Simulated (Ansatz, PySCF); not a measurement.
Ansatz (a first-principles code) was given this input:
Ansatz 0.2 input:
```yaml
crystal:
  periodic: [false, false, false]
  atoms:
    - {symbol: Si, position_ang: [0.22496068, 1.95440188, -0.01027980]}
    - {symbol: Si, position_ang: [1.88800118, 0.44842216, 0.55798722]}
    - {symbol: Si, position_ang: [0.94515537, -1.67383499, 0.29088219]}
    - {symbol: Si, position_ang: [-1.27426537, -1.42182704, -0.36648372]}
    - {symbol: Si, position_ang: [-1.75058991, 0.86157224, -0.51971999]}
    - {symbol: H, position_ang: [0.07045402, 3.07203494, 0.93982683]}
    - {symbol: H, position_ang: [2.47985432, 0.61277713, 1.89442217]}
    - {symbol: H, position_ang: [3.04627284, 0.62184605, -0.33380809]}
    - {symbol: H, position_ang: [1.70712927, -2.45744605, -0.68791237]}
    - {symbol: H, position_ang: [1.04860490, -2.46514999, 1.52306830]}
    - {symbol: H, position_ang: [-1.53179502, -2.08967682, -1.64724305]}
    - {symbol: H, position_ang: [-2.18526124, -2.09795509, 0.56523578]}
    - {symbol: H, position_ang: [-2.18131473, 1.21542148, -1.88215708]}
    - {symbol: H, position_ang: [-2.91961163, 1.22586879, 0.29516486]}
basis:
  gaussian:
    orbitals: STO-3G
hamiltonian:
  xc: r2scan
magnetization: {spin_polarized: true, initial_magnetization: 1}
accuracy: high
```

### Question
Give the equivalent PySCF input.

### Answer
One answer among several that fit: 
```python
from pyscf import gto, scf, dft

mol = gto.Mole()
mol.atom = '''
    Si    0.224961    1.954402   -0.010280
    Si    1.888001    0.448422    0.557987
    Si    0.945155   -1.673835    0.290882
    Si   -1.274265   -1.421827   -0.366484
    Si   -1.750590    0.861572   -0.519720
    H     0.070454    3.072035    0.939827
    H     2.479854    0.612777    1.894422
    H     3.046273    0.621846   -0.333808
    H     1.707129   -2.457446   -0.687912
    H     1.048605   -2.465150    1.523068
    H    -1.531795   -2.089677   -1.647243
    H    -2.185261   -2.097955    0.565236
    H    -2.181315    1.215421   -1.882157
    H    -2.919612    1.225869    0.295165
'''
mol.basis = 'sto-3g'
mol.charge = 0
mol.spin = 1
mol.verbose = 4
mol.build()

mf = dft.UKS(mol)
mf.xc = 'r2scan'
mf.grids.atom_grid = (99, 590)
mf.grids.prune = None
mf.kernel()
```

Both were run: Ansatz gave -1435.994751 Eh and PySCF -1435.994922 Eh, 0.171 mEh apart.
